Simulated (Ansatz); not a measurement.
Basis sets compared for SiCl(OAc)3 (C₆H₉ClO₆Si). Charge 0, multiplicity 1. Geometry r2SCAN-D4/def2-SVP. Ansatz on 4 threads of Arm Neoverse V2 on a shared host; times are rough, and most runs start from earlier orbitals.

```xyz
23

Si   -0.360    0.273   -0.452
Cl   -1.490    1.147   -1.888
O    -1.048    0.394    1.067
C    -1.308    1.593    1.675
C    -1.958    1.394    3.009
O    -1.026    2.643    1.162
H    -2.185    2.364    3.465
H    -1.286    0.814    3.661
H    -2.875    0.797    2.887
O     1.160    0.954   -0.330
C     2.059    0.967   -1.364
C     3.312    1.691   -0.984
O     1.821    0.445   -2.421
H     4.009    1.707   -1.830
H     3.775    1.195   -0.117
H     3.064    2.715   -0.668
O    -0.121   -1.357   -0.727
C    -1.146   -2.260   -0.813
C    -0.635   -3.634   -1.117
O    -2.294   -1.939   -0.651
H    -1.473   -4.332   -1.222
H     0.035   -3.963   -0.307
H    -0.032   -3.608   -2.037
```

Binding counts from free atoms (Si triplet, Cl doublet, O triplet, C triplet, H doublet) in the same basis, without a counterpoise term.

| level | functions | energy (Eh) | HOMO (eV) | LUMO (eV) | binding per atom (eV) | wall time |
| --- | --- | --- | --- | --- | --- | --- |
| HF/STO-3G | 87 | -1413.0885 | -9.60 | 7.67 | 3.39 | 0.9 s |
| HF/6-31G | 152 | -1429.8545 | -12.72 | 3.61 | 2.78 | 2.1 s |
| PBE-D4/def2-SVP | 249 | -1433.5167 | -6.44 | -1.38 | 4.87 | 4.4 s |
| PBE0-D4/def2-SVP | 249 | -1433.5935 | -8.22 | -0.31 | 4.72 | 7 s |

(1) Estimate the rows for PBE-D4/def2-TZVP (with forces), PBE0-D4/def2-TZVP.

Answers

(1) 
| level | functions | energy (Eh) | HOMO (eV) | LUMO (eV) | binding per atom (eV) | wall time |
| --- | --- | --- | --- | --- | --- | --- |
| PBE-D4/def2-TZVP (with forces) | 500 | -1434.5820 | -6.62 | -1.55 | 4.82 | 12 s |
| PBE0-D4/def2-TZVP | 500 | -1434.6518 | -8.30 | -0.41 | 4.68 | 27 s |
